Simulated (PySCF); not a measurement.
Computed IR spectrum (relative IR intensity) of a molecule C5H6O2. Coordinates come from a B3LYP-D3(BJ)/def2-SVP optimisation. Other conformers were not sampled. Method: B3LYP-D3(BJ)/def2-SVP in PySCF 2.14.0. Frequencies are harmonic and unscaled.

ν (cm⁻¹): 479 (vw), 512 (w), 793 (w), 821 (w), 825 (w), 880 (vw), 1036 (w), 1063 (w), 1084 (vw), 1121 (w), 1156 (w), 1235 (m), 1294 (vw), 1387 (w), 1396 (w), 1458 (vw), 1627 (s), 1832 (vs), 3043 (vw), 3065 (vw), 3135 (vw) (against the strongest line: vs over 80 %, s over 45 %, m over 15 %, w over 4 %, vw less)

Question: Which molecule gave these data?
(A) C[C@H]1OC=CC1=O
(B) CC=C1OC=CO1
(C) C[C@@]1(C=O)C=CO1
(D) C#C[C@@H]1OC[C@H]1O

Answer: A, C[C@H]1OC=CC1=O
